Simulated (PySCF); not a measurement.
Species: C8H7OS (charge -1).
Numbering: `[CH3:1][C:2](=[O:3])[c:4]1[cH:5][cH:6][cH:7][cH:8][c:9]1[S-:10]`

Structure used (GFN2-xTB), in Å, numbered top down from 1:
```
atom  x, y, z in Å
C1     2.6367   -0.6483   -0.2541
C2     1.6890    0.5073   -0.0712
O3     2.1473    1.6499    0.0087
C4     0.2535    0.2550    0.0066
C5    -0.5412    1.4046    0.1595
C6    -1.9076    1.3676    0.2524
C7    -2.5501    0.1269    0.1935
C8    -1.8124   -1.0129    0.0457
C9    -0.4007   -1.0100   -0.0555
S10    0.3285   -2.5337   -0.2374
H11    3.6602   -0.2744   -0.2844
H12    2.4016   -1.1804   -1.1742
H13    2.5191   -1.3618    0.5595
H14   -0.0157    2.3498    0.2032
H15   -2.4825    2.2777    0.3704
H16   -3.6308    0.0723    0.2663
H17   -2.3019   -1.9775    0.0010
```

Probes without a nucleus sit at each ring's centroid and 1 Å off its mean plane on both sides; NICS is minus the shielding there, NICSzz its component along the normal. Level: GIAO PBE0/pcSseg-1 (PySCF, non-relativistic, gas phase) on the GFN2-xTB geometry, one conformer.

Ring bond lengths (Å), with Mayer bond orders in brackets: C4–C5 1.406 (1.39), C5–C6 1.370 (1.50), C6–C7 1.398 (1.30), C7–C8 1.366 (1.53), C8–C9 1.415 (1.30), C9–C4 1.425 (1.17).

Problem. Give the NICS values of each ring in ppm.

Solution. 
```
             ring                                              type  NICS(0)  NICS(1), two faces  NICS(1)zz, two faces  rms pucker (Å)  centre to ring atoms, mean (Å)
C4–C5–C6–C7–C8–C9  6-membered carbocycle; formal bonds all aromatic     -3.8         -7.6 / -7.6         -16.7 / -16.7            0.00                            1.40
```

Problem. What can be read from them?

Solution. 
- C4–C5–C6–C7–C8–C9: mean NICS(1)zz -16.7 ppm, shielded.

Problem. And the bond-length index? HOMA = 1 − mean of α(R − Ropt)² over the ring bonds, with Krygowski's 1993 parameters (CC: Ropt 1.388 Å, α 257.7 Å⁻²).

Solution. 
- C4–C5–C6–C7–C8–C9: HOMA 0.85 = 1 − EN − GEO, with mean bond length 1.397 Å, EN = α(Ropt − mean)² = 0.020 and GEO = α × variance = 0.126.

Problem. List the ring angles and the Hirshfeld charges of the ring atoms.

Solution. 
- C4–C5–C6–C7–C8–C9: C4 118.1° (-0.059 e), C5 123.3° (-0.068 e), C6 118.6° (-0.106 e), C7 119.8° (-0.075 e), C8 123.0° (-0.087 e), C9 117.2° (-0.024 e); sum 720.0° against 720° for a flat convex ring.

Problem. What are the shieldings of the ring atoms and their hydrogens in the same run (means over atoms taken as equivalent)?

Solution. 
```csv
atoms,environment,σ isotropic (ppm),"principal values of the symmetric part, first atom (ppm)"
C4,substituted aromatic carbon,48.1,"-23.3, 10.4, 157.1"
C5,aromatic CH carbon,50.1,"-59.3, 30.9, 178.7"
C6,aromatic CH carbon,72.8,"-24.7, 75.0, 168.1"
C7,aromatic CH carbon,58.0,"-55.6, 64.6, 164.9"
C8,aromatic CH carbon,39.7,"-57.6, 53.0, 123.7"
C9,substituted aromatic carbon,-0.2,"-104.2, -56.2, 159.7"
H14,aromatic hydrogen,23.50,"19.0, 23.5, 28.0"
H15,aromatic hydrogen,25.62,"22.7, 26.5, 27.7"
H16,aromatic hydrogen,25.35,"22.6, 25.2, 28.2"
H17,aromatic hydrogen,23.92,"19.9, 21.9, 30.0"
```
